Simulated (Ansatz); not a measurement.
## F3GeH3Sn: where a starting geometry ends

The starting geometry of this gas-phase singlet was optimised with GFN2-xTB; its bonds are those of `[F][GeH2][SnH]([F])[F]`.

```xyz
8

F    -2.7337    0.8543    0.7462
F    -0.8999   -0.7478   -2.8194
F    -2.4575   -2.9602   -1.2543
Ge   -1.2631   -0.0583    0.9247
Sn   -0.8945   -1.7478   -1.1062
H    -0.2499    1.0841    0.9912
H    -1.5338   -0.7344    2.2683
H     0.4389   -2.8675   -1.3628
```

**Question.** Predict what it relaxes into with PBE-D3(BJ)/def2-SVP.

**Answer.** It keeps its bonds, and is `[F][GeH2][SnH]([F])[F]`.

The energy falls by 0.14 eV over 8 steps:

| step | E − E(last) (eV) |
| --- | --- |
| 1 | 0.145 |
| 2 | 0.015 |
| 3 | 0.002 |
| 4 | 0.000 |
| 5 | 0.000 |
| 6 | 0.000 |
| 7 | 0.000 |
| 8 | 0.000 |

Final geometry (Å):

| atom | x (Å) | y (Å) | z (Å) |
| --- | --- | --- | --- |
| F | -2.7863 | 0.7530 | 0.5484 |
| F | -0.9601 | -0.6876 | -2.7457 |
| F | -2.4931 | -2.8682 | -1.2075 |
| Ge | -1.2701 | -0.0603 | 0.9153 |
| Sn | -0.9001 | -1.7360 | -1.0935 |
| H | -0.1693 | 1.0305 | 0.9777 |
| H | -1.4623 | -0.7993 | 2.2652 |
| H | 0.4478 | -2.8097 | -1.2722 |

No frequencies were run, so the end isn't proven a minimum. Atoms past krypton carry core potentials, without spin–orbit terms. Run with Ansatz 0.2.0, 18 s on 2 threads of Intel(R) Xeon(R) Platinum 8259CL CPU @ 2.50GHz (Skylake/Cascade Lake), with other jobs on the host.
